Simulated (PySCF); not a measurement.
Input of a run (PBE0-D3(BJ)/def2-SVP geometry optimisation, gas phase (PySCF 2.14.0)), started from a GFN2-xTB structure with every atom displaced at random (by about 0.01 Å):
```
{"job": {"xc": "PBE0", "basis": "def2-SVP", "d3": "d3bj", "grid": 1, "shake": 0.01, "kind": "geom"}, "charge": 0, "multiplicity": 1}
C      1.656120     1.378160     0.364580
P      0.548030     0.438780    -0.787780
Si     1.140860    -1.661240    -0.222350
C     -0.957690     0.588800     0.275270
F     -0.838970     0.142340     1.549090
F     -1.340510     1.898960     0.385600
C     -2.151960    -0.172320    -0.351010
F     -3.326730     0.145380     0.169810
F     -1.995920    -1.486150    -0.188630
F     -2.223630     0.074460    -1.651790
H      1.577430     1.017600     1.387630
H      1.336870     2.451180     0.350260
H      2.627770     1.339700    -0.020910
H      2.585190    -1.656060    -0.466700
H      0.445800    -2.569800    -1.113310
H      0.898290    -1.932160     1.203350
```

Output (energies in Eh, forces in Eh/bohr):
```
step   0  E = -1246.47416570  max force = 0.042081
step   1  E = -1246.48068560  max force = 0.007206
step   2  E = -1246.48121139  max force = 0.002013
step   3  E = -1246.48130576  max force = 0.000763
step   4  E = -1246.48136102  max force = 0.001247
step   5  E = -1246.48140941  max force = 0.000911
step   6  E = -1246.48142060  max force = 0.000448
optimisation converged
```

Q: Summarise the run.

A: The energy falls by 4.6 kcal/mol over 7 energy and gradient evaluations, the largest force component goes from 0.0421 to 4.5e-04 Eh/bohr, and the atoms move by 0.110 Å rms after alignment. The bond that changes most is C1–H13 (sp3 carbon bound to phosphorus to methyl hydrogen), which lengthens by 0.054 Å. Bonds longer at the end by more than 0.005 Å: 7 of 15; shorter: 3. Among the angles that change most is H11–C1–H13, from 113.7° to 109.5°. Among the dihedrals that turn most is F6–C4–C7–F8, from -44° to -55°. The energy never rose by more than 1e-6 Eh on the way. The first step brought 90 % of the lowering.

Q: What are the final bond lengths?

A: C1–P2 1.857 Å, P2–Si3 2.273 Å, P2–C4 1.895 Å, C4–F5 1.351 Å, C4–F6 1.352 Å, C4–C7 1.539 Å, C7–F8 1.323 Å, C7–F9 1.333 Å, C7–F10 1.326 Å, C1–H11 1.099 Å, C1–H12 1.099 Å, C1–H13 1.100 Å, Si3–H14 1.495 Å, Si3–H15 1.489 Å, Si3–H16 1.492 Å. Numbering counts from 1 in the input's order; the species is `CP([SiH3])C(F)(F)C(F)(F)F`.

The run used 178 basis functions and 48 SCF cycles in all.

Stationary, but not proved a minimum. The numbers are those of one conformer.
